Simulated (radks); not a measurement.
Task: Pd3+, configuration [Kr] 4d7. Calculated with a radial shooting solver on a logarithmic mesh with Libxc functionals: Dirac Kohn-Sham, PBE, spin-unpolarised, spherical densities, finite nucleus; open shells fill j = l - 1/2 first; Fermi nuclear charge, rms radius 4.5318 fm. Some entries of the table are withheld. Estimate them.

orbital  occ.  eigenvalue (hartree)  r(max) (bohr)
1s1/2       2             -889.0781        0.02065
2s1/2       2             -131.0874         0.1169
2p1/2       2             -121.7024            (1)
2p3/2       4             -115.8448            (2)
3s1/2       2                   (3)         0.3420
3p1/2       2             -21.18170         0.3285
3p3/2       4             -20.16041         0.3383
3d3/2       4             -13.60421         0.2807
3d5/2       6             -13.40054         0.2835
4s1/2       2              -4.62752         0.8496
4p1/2       2                   (4)         0.8895
4p3/2       4                   (5)         0.9137
4d3/2       4                   (6)            (7)
4d5/2       3                   (8)            (9)

Result: 
(1) 2p1/2 r(max) (bohr): 0.09051
(2) 2p3/2 r(max) (bohr): 0.09468
(3) 3s1/2 eigenvalue (hartree): -24.88552
(4) 4p1/2 eigenvalue (hartree): -3.47202
(5) 4p3/2 eigenvalue (hartree): -3.30348
(6) 4d3/2 eigenvalue (hartree): -1.54037
(7) 4d3/2 r(max) (bohr): 1.053
(8) 4d5/2 eigenvalue (hartree): -1.51924
(9) 4d5/2 r(max) (bohr): 1.062
